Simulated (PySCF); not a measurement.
**Two probes of the same atoms: core binding energy and nuclear shielding**

Species: C₆H₁₅NSi.
Numbering: `[CH3:1]/[N:2]=[CH:3]\[SiH2:4][C:5]([CH3:6])([CH3:7])[CH3:8]`

Binding energies: delta-SCF UKS SCAN, pcX-2 on the ionised atom, pcseg-1 elsewhere, spin-free X2C in PySCF. Shieldings: GIAO B3LYP/pcSseg-1, non-relativistic, same geometry.

```json
{"atom": "C1", "isotropic shielding (ppm)": "126.4"}
{"atom": "C3", "isotropic shielding (ppm)": "1.6"}
{"atom": "C5", "isotropic shielding (ppm)": "161.7"}
{"atom": "C6", "isotropic shielding (ppm)": "148.7"}
```

Q: What are the C 1s binding energies of these atoms?

A: 
| atom | environment | C 1s (eV) | isotropic shielding (ppm) |
| --- | --- | --- | --- |
| C5 | sp3 carbon bound to silicon | 290.18 | 161.7 |
| C6 | methyl carbon | 290.47 | 148.7 |
| C3 | C=N carbon | 290.87 | 1.6 |
| C1 | N-methyl carbon | 291.28 | 126.4 |

Q: Among the listed atoms, is the one with the highest binding energy also the least shielded?

A: No. The highest binding energy is at C1 (291.28 eV, shielding 126.4 ppm), the lowest shielding at C3 (1.6 ppm, 290.87 eV).

By binding energy: C5 < C6 < C3 < C1. By shielding: C3 < C1 < C6 < C5.

Of atoms equivalent by bonding only the ionised one is listed; its partners' own values can differ in this conformer. Geometry: PBE0-D3(BJ)/def2-SVP, one conformer, isolated molecule.

Shape of the structure used: `[CH3:1]/[N:2]=[CH:3]\[SiH2:4][C:5]([CH3:6])([CH3:7])[CH3:8]`: N2–C3–Si4–C5 179°, C3–Si4–C5–C6 180°.
